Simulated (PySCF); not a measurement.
A side-by-side comparison of computed properties.

First species: 3-ethoxypropionaldehyde, C5H10O2.
InChI=1S/C5H10O2/c1-2-7-5-3-4-6/h4H,2-3,5H2,1H3

Second species: C6H13Al.
SMILES: `CC[C@@H]1CC[CH2][AlH]1`

Levels: B3LYP/def2-SVPD for HOMO energy, LUMO energy, HOMO–LUMO gap and static isotropic polarisability; TDDFT B3LYP/def2-SVPD for lowest singlet excitation. Geometries: PBE0-D3(BJ)/def2-SVP. Each species is one conformer at its optimised geometry, gas phase, non-relativistic unless stated. Electronic properties by PySCF.

The conformers computed, where there is a choice (atom-mapped SMILES and torsion angles):
- `[CH3:1][CH2:2][O:3][CH2:4][CH2:5][CH:6]=[O:7]`: C1–C2–O3–C4 -179°, C2–O3–C4–C5 180°, O3–C4–C5–C6 179°, C4–C5–C6–O7 0°

The conformers of `CC[C@@H]1CC[CH2][AlH]1` aren't listed.

Values for the first species:

| Property | Result |
| --- | --- |
| HOMO energy | -7.37 eV |
| LUMO energy | -1.11 eV |
| HOMO–LUMO gap | 6.26 eV |
| Lowest singlet excitation | 4.36 eV |
| Static isotropic polarisability | 71.9 au |

(1) Estimate the same properties for the second species, and the change in each.

Answers

(1) 
| property | first | second | second less first |
| --- | --- | --- | --- |
| HOMO energy | -7.37 eV | -6.50 eV | +0.87 eV |
| LUMO energy | -1.11 eV | -1.18 eV | -0.07 eV |
| HOMO–LUMO gap | 6.26 eV | 5.32 eV | -0.94 eV |
| lowest singlet excitation | 4.36 eV | 4.21 eV | -0.15 eV |
| static isotropic polarisability | 71.9 au | 98.8 au | +26.9 au |

On the first: No computed singlet falls in the visible range (750 to 380 nm, 1.65 to 3.26 eV); S1 lies 1.10 eV above its blue end. In wavenumbers S1 is 35100 cm⁻¹ (1 eV = 8065.54 cm⁻¹).

On the second: The principal polarisabilities are 84.9, 104.2 and 107.3 au; their mean is the isotropic value. No computed singlet falls in the visible range (750 to 380 nm, 1.65 to 3.26 eV); S1 lies 0.95 eV above its blue end.
